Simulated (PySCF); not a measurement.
## Stationary points of SbNF2

These are results of PBE0 in PySCF with Sb def2-TZVP with ECP28, N def2-TZVP, F def2-TZVP; scalar-relativistic core potentials, no spin–orbit coupling; density-fitted integrals, not measurements.

Relaxations began from a few typed shapes. The search is not exhaustive: other isomers or separated fragments can lie lower, and high-lying points may rest on an excited occupation.

Task: Order these stationary points by electronic energy, lowest first, in kJ/mol from the lowest minimum.
A. singlet C2v: Sb–F 2.011 Å (×2), Sb–N 1.914 Å; F–Sb–F 138.7°, F–Sb–N 69.3° (×2)
B. singlet C2v: Sb–F 1.889 Å (×2), Sb–N 1.813 Å; F–Sb–F 90.2°, F–Sb–N 134.9° (×2)

Result: B (0.0), A (85.6).

Task: Which of them are minima?

Result: By energy in kJ/mol, 0.0: not settled, its softest mode being under 30 cm⁻¹; 85.6: saddle point, 1 imaginary mode.

Counting electrons, antimony keeps none of its valence electrons outside its bonds, so the VSEPR class is AX3 and the expected shape is trigonal planar; with unlike ligands the computed point group is C2v.
